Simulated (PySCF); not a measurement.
Input file for PySCF: R-BP86/6-31G* on BGe2H7 (SMILES [GeH3][BH][GeH3]), a point of a torsion scan.

```python
from pyscf import gto, scf, dft, mp
from pyscf.data.elements import chemcore

mol = gto.M(
    atom='''
    Ge    1.70699130    0.22134276    0.22909174
    B     0.17253946   -0.20645544   -0.97073012
    Ge   -0.31012803   -2.08661182   -1.43045473
    H     2.93118634   -0.61801532    0.03563380
    H     2.22520184    1.62682995    0.20129091
    H     1.38368174    0.00319941    1.67572791
    H    -0.49259025    0.65688434   -1.39522894
    H    -0.30584884   -2.37504940   -2.90141804
    H    -1.70153911   -2.47407656   -1.03068773
    H     0.53983384   -3.17539017   -0.85582552
    ''',
    basis='6-31g*',
    cart=True,
    charge=0, spin=0, verbose=3, max_memory=1800)
mf = dft.RKS(mol, xc='b88,p86')
mf.conv_tol = 1e-8
mf.max_cycle = 100
mf.kernel()
if not mf.converged:
    mf = mf.newton().run(mf.mo_coeff, mf.mo_occ)
```

Task: What total energy does the run end on?

Result: -4182.9696 hartree.
